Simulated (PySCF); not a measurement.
# Finite-field polarisability of Pb (lead, neutral)

[Xe] 4f14 5d10 6s2 6p2, high-spin 3P determinant. Calculation: PySCF 2.14, in aug-cc-pVTZ-PP with one added diffuse shell each of d, f type with ECP60MDF (6s5p5d3f, 67 functions); scalar relativity through the core potential. Frozen: 5s2 5p6 5d10. Energy changes in a uniform field (μhartree):

```json
{"axis": "x", "F (au)": "0.0021", "HF": "-103.887", "MP2": "-104.694", "CCSD": "-104.823", "CCSD(T)": "-105.069"}
{"axis": "x", "F (au)": "0.0042", "HF": "-416.036", "MP2": "-419.276", "CCSD": "-419.787", "CCSD(T)": "-420.774"}
{"axis": "y", "F (au)": "0.0017", "HF": "-102.447", "MP2": "-102.465", "CCSD": "-102.620", "CCSD(T)": "-102.792"}
{"axis": "y", "F (au)": "0.0034", "HF": "-410.665", "MP2": "-410.717", "CCSD": "-411.331", "CCSD(T)": "-412.024"}
{"axis": "z", "F (au)": "0.0017", "HF": "-102.447", "MP2": "-102.465", "CCSD": "-102.620", "CCSD(T)": "-102.792"}
{"axis": "z", "F (au)": "0.0034", "HF": "-410.665", "MP2": "-410.717", "CCSD": "-411.331", "CCSD(T)": "-412.024"}
```

Problem. Derive α along x at CCSD(T) from the two fields.

Solution. With ΔE = −αF²/2 − γF⁴/24, α = −(16 ΔE(F) − ΔE(2F))/(6F²) = 47.63 bohr³.

Problem. And the mean polarisability at each level?

Solution. HF 62.93, MP2 63.06, CCSD 63.15, CCSD(T) 63.27 bohr³. Reference: 47 ± 3 bohr³ (recommended; Schwerdtfeger and Nagle, table of static dipole polarizabilities (2023 update)).

CCSD(T) lies more than 5 % above the reference; correlation of the frozen inner shells, absent here, would lower it, and spin-orbit coupling is absent too.

Spin-orbit coupling is strong in this species (close to jj coupling), so the high-spin LS determinant is a model state, not a physical level.
